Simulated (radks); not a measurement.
The numbers below are computed, except where a source is named.
Ionisation ladder of promethium, from Pm44+ to Pm60+. Each ion is in the ground configuration listed by NIST, and IE = E(next ion) - E(this ion), with E = 0 for the bare nucleus. Code: a radial shooting solver on a logarithmic mesh with Libxc functionals. Model: scalar-relativistic Kohn-Sham, PBE, spin-polarised, spherical densities, finite nucleus; open shells are filled with parallel spins first (spin-orbit coupling, left out, can overturn this in heavy ions); Fermi nuclear charge, rms radius 4.962 fm.

species,configuration,E (hartree),"IE, Delta-SCF (eV)",-e(HOMO) (eV),HOMO,<r> HOMO (bohr),"IE, NIST (eV)",kind,error (eV)
Pm44+,[Ne] 3s2 3p5,-8279.2474,3660.0,3614.6,3p down,0.233,3613,theory,+47.0
Pm45+,[Ne] 3s2 3p4,-8144.7451,3752.8,3708.2,3p down,0.232,3718,theory,+34.8
Pm46+,[Ne] 3s2 3p3,-8006.8310,3876.1,3828.9,3p up,0.230,3816,theory,+60.1
Pm47+,[Ne] 3s2 3p2,-7864.3854,3973.0,3926.1,3p up,0.229,4056,theory,-83.0
Pm48+,[Ne] 3s2 3p1,-7718.3792,4068.5,4022.3,3p up,0.228,4166,theory,-97.5
Pm49+,[Ne] 3s2,-7568.8652,4385.4,4342.6,3s,0.234,4371,theory,+14.4
Pm50+,[Ne] 3s1,-7407.7057,4489.5,4446.3,3s up,0.232,4476,theory,+13.5
Pm51+,[Ne],-7242.7206,10302.6,10174.9,2p,0.0852,10115,theory,+187.6
Pm52+,[He] 2s2 2p5,-6864.1087,10564.3,10437.4,2p down,0.0846,10378,theory,+186.3
Pm53+,[He] 2s2 2p4,-6475.8787,10821.9,10697.5,2p down,0.0841,10671,theory,+150.9
Pm54+,[He] 2s2 2p3,-6078.1808,11171.7,11038.7,2p up,0.0832,10942,theory,+229.7
Pm55+,[He] 2s2 2p2,-5667.6294,11442.7,11310.5,2p up,0.0827,11819,theory,-376.3
Pm56+,[He] 2s2 2p1,-5247.1171,11709.4,11579.8,2p up,0.0822,12136,theory,-426.6
Pm57+,[He] 2s2,-4816.8053,12559.3,12458.6,2s,0.0941,12532,theory,+27.3
Pm58+,[He] 2s1,-4355.2591,12822.0,12719.9,2s up,0.0936,12797.3,theory,+24.8
Pm59+,[He],-3884.0586,52286,51879,1s,0.0231,52144.3,theory,+141.4
Pm60+,1s1,-1962.5938,53405,52994,1s up,0.0229,53346.3,theory,+58.6

Reference values: NIST Atomic Spectra Database (exp. = measured, semi-emp. = semi-empirical, theory = theoretical value adopted there). The ionisation energy per charge of the ion left behind rises most, in proportion, at Pm59+ ([He]), from 217.32 to 871.43 eV. Open shells are spherical and high-spin; term and fine-structure splittings are not resolved. Spin-orbit splitting is averaged out at the scalar-relativistic level.
